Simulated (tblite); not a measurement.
C₁₅H₁₃BN₂.
Atom-mapped SMILES: `[CH3:1][B:2]1[c:3]2[cH:4][cH:5][cH:6][cH:7][c:8]2[N:9]([CH3:10])[c:11]2[cH:12][cH:13][c:14]([C:15]#[N:16])[cH:17][c:18]21` (hydrogens: H19, H20, H21 on C1; H22 on C4; H23 on C5; H24 on C6; H25 on C7; H26, H27, H28 on C10; H29 on C12; H30 on C13; H31 on C17)

Computed with GFN2-xTB (tblite), gas phase: L-BFGS steps from a force-field or distance-geometry start until the largest atomic force falls under 0.01 eV/Å.

At the end of the run (lengths in Å): N9–C11 1.375, C8–N9 1.386, B2–C18 1.540, C6–C7 1.377, C1–B2 1.580, N9–C10 1.448, C12–C13 1.371, N9–C11–C12 119.9°, C7–C8–N9 119.8°, C12–C11–C18 119.4°, C1–B2–C18 123.1°, C1–B2–C3–C4 14°, C7–C8–N9–C10 -20°, C8–N9–C11–C12 -161°, H19–C1–B2–C3 28°.

Problem. These geometries were met on the way; a selection of coordinates is given. Order them by energy above the end point, lowest first.
A. N9–C11 1.381, C8–N9 1.392, B2–C18 1.534, C6–C7 1.378, C1–B2 1.574, N9–C10 1.450, C12–C13 1.373, N9–C11–C12 121.6°, C7–C8–N9 121.6°, C12–C11–C18 118.0°, C1–B2–C18 122.7°, C1–B2–C3–C4 14°, C7–C8–N9–C10 -26°, C8–N9–C11–C12 -157°, H19–C1–B2–C3 28°
B. N9–C11 1.394, C8–N9 1.402, B2–C18 1.544, C6–C7 1.386, C1–B2 1.571, N9–C10 1.450, C12–C13 1.382, N9–C11–C12 122.0°, C7–C8–N9 121.7°, C12–C11–C18 117.4°, C1–B2–C18 122.5°, C1–B2–C3–C4 13°, C7–C8–N9–C10 -26°, C8–N9–C11–C12 -156°, H19–C1–B2–C3 30°
C. N9–C11 1.377, C8–N9 1.389, B2–C18 1.535, C6–C7 1.377, C1–B2 1.579, N9–C10 1.451, C12–C13 1.372, N9–C11–C12 121.0°, C7–C8–N9 121.1°, C12–C11–C18 118.6°, C1–B2–C18 123.1°, C1–B2–C3–C4 12°, C7–C8–N9–C10 -26°, C8–N9–C11–C12 -158°, H19–C1–B2–C3 30°
D. N9–C11 1.398, C8–N9 1.410, B2–C18 1.551, C6–C7 1.387, C1–B2 1.580, N9–C10 1.473, C12–C13 1.385, N9–C11–C12 122.6°, C7–C8–N9 122.3°, C12–C11–C18 117.1°, C1–B2–C18 122.4°, C1–B2–C3–C4 10°, C7–C8–N9–C10 -26°, C8–N9–C11–C12 -155°, H19–C1–B2–C3 33°
E. N9–C11 1.444, C8–N9 1.447, B2–C18 1.573, C6–C7 1.403, C1–B2 1.606, N9–C10 1.472, C12–C13 1.394, N9–C11–C12 120.7°, C7–C8–N9 121.3°, C12–C11–C18 118.7°, C1–B2–C18 121.1°, C1–B2–C3–C4 6°, C7–C8–N9–C10 -26°, C8–N9–C11–C12 -155°, H19–C1–B2–C3 37°

Solution. C (0.039 eV), A (0.069 eV), B (0.115 eV), D (0.195 eV), E (0.449 eV).

| step | E above end (eV) | rms distance from the end, all atoms (Å) | largest force (eV/Å) | rms shift of all bonds from the end (Å) |
| --- | --- | --- | --- | --- |
| 9 | 0.039 | 0.072 | 0.196 | 0.003 |
| 7 | 0.069 | 0.078 | 0.302 | 0.003 |
| 5 | 0.115 | 0.088 | 0.663 | 0.006 |
| 3 | 0.195 | 0.097 | 0.965 | 0.011 |
| 0 | 0.449 | 0.107 | 1.869 | 0.022 |

Rows stand in the order of the answer.
